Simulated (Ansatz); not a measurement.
A structure relaxed at PBE-D4/def2-SVP in Ansatz, charge 0, singlet:

```xyz
52

C     8.050   -1.332   -2.702
C     6.637   -1.338   -2.161
O     6.319   -0.878   -1.079
S     5.459   -2.094   -3.298
C     3.950   -1.952   -2.280
C     3.742   -3.139   -1.337
C     2.477   -3.015   -0.474
C     2.506   -1.867    0.541
C     1.251   -1.802    1.417
C     1.277   -0.707    2.493
C     1.461    0.729    1.972
C     0.451    1.181    0.908
C    -1.013    1.151    1.360
C    -1.981    1.664    0.292
C    -3.433    1.636    0.745
O    -4.240    2.128   -0.318
C    -5.586    2.217   -0.137
C    -6.260    1.837    1.043
C    -7.657    1.976    1.118
C    -8.391    2.486    0.039
C    -7.712    2.862   -1.135
C    -6.324    2.731   -1.226
H     8.701   -1.902   -2.007
H     8.424   -0.287   -2.718
H     8.122   -1.769   -3.716
H     3.107   -1.840   -2.993
H     4.065   -1.004   -1.715
H     3.698   -4.074   -1.934
H     4.633   -3.227   -0.679
H     1.586   -2.902   -1.135
H     2.324   -3.974    0.069
H     2.636   -0.900    0.007
H     3.408   -1.970    1.186
H     0.359   -1.670    0.764
H     1.105   -2.786    1.914
H     0.341   -0.770    3.089
H     2.098   -0.925    3.212
H     1.413    1.427    2.837
H     2.486    0.844    1.558
H     0.559    0.558   -0.008
H     0.706    2.216    0.589
H    -1.299    0.114    1.645
H    -1.123    1.758    2.288
H    -1.887    1.056   -0.634
H    -1.721    2.706    0.005
H    -3.740    0.596    1.014
H    -3.571    2.263    1.657
H    -5.709    1.433    1.903
H    -8.174    1.676    2.043
H    -9.484    2.590    0.108
H    -8.274    3.265   -1.992
H    -5.774    3.021   -2.134
```

Q: Give its formula, name or SMILES.

A: `CC(=O)SCCCCCCCCCCCOc1ccccc1`.

Q: Summarise the bond lengths by kind (pairs closer than 1.2 times the sum of covalent radii, bridged metal pairs left out).

A: 17 × C–C 1.40 to 1.54 Å; 3 × C–O 1.22 to 1.42 Å; 2 × C–S 1.80 to 1.83 Å; 30 × C–H 1.10 to 1.12 Å.

Single mean-field runs in def2-SVP are fitted with def2-universal-jkfit.
